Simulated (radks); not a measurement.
The numbers below are computed, except where a source is named.
All-electron atom: Ba3+ in [Kr] 4d10 5s1.5 5p5 4f0.5 (fractional occupations, a model configuration). Code: a radial shooting solver on a logarithmic mesh with Libxc functionals. Model: Dirac Kohn-Sham, PBE, spin-unpolarised, spherical densities, finite nucleus; open shells fill j = l - 1/2 first; Fermi nuclear charge, rms radius 4.8378 fm.

Normalised radial functions P(r) = r R(r) (large component), r in bohr:

r,4d3/2,5p1/2,5d3/2
0.001845,0.0000,0.0035,0.0000
0.00248,0.0001,0.0053,0.0000
0.003308,0.0002,0.0079,0.0001
0.004412,0.0003,0.0119,0.0001
0.005884,0.0007,0.0180,0.0002
0.007848,0.0015,0.0275,0.0005
0.01055,0.0033,0.0421,0.0011
0.01407,0.0071,0.0629,0.0022
0.01877,0.0148,0.0916,0.0047
0.02503,0.0303,0.1277,0.0096
0.03339,0.0603,0.1670,0.0190
0.04489,0.1168,0.1980,0.0367
0.05987,0.2095,0.1970,0.0658
0.07986,0.3471,0.1375,0.1088
0.1065,0.5164,0.0051,0.1612
0.1421,0.6613,-0.1703,0.2047
0.191,0.6704,-0.2927,0.2028
0.2547,0.4189,-0.2264,0.1162
0.3398,-0.1157,0.0549,-0.0583
0.4532,-0.7596,0.3735,-0.2516
0.6044,-1.1905,0.4239,-0.3343
0.8061,-1.1798,0.0641,-0.2047
1.084,-0.8068,-0.4995,0.1211
1.446,-0.3922,-0.8462,0.4771
1.928,-0.1289,-0.7978,0.6941
2.572,-0.0259,-0.4818,0.6661
3.43,-0.0028,-0.1845,0.4510
4.611,-0.0001,-0.0386,0.1974
6.15,0.0000,-0.0041,0.0518
8.203,0.0000,-0.0002,0.0070

4d3/2: eigenvalue -115.25 eV, 1 radial node at r = 0.322 bohr, <r> = 0.795 bohr, 90 % of the charge inside 1.20 bohr. 5p1/2: eigenvalue -43.418 eV, 3 radial nodes at r = 0.107, 0.324, 0.835 bohr, <r> = 1.79 bohr, 90 % of the charge inside 2.59 bohr. 5d3/2 (empty): eigenvalue -22.398 eV, 2 radial nodes at r = 0.312, 0.983 bohr, <r> = 2.50 bohr, 90 % of the charge inside 3.69 bohr.
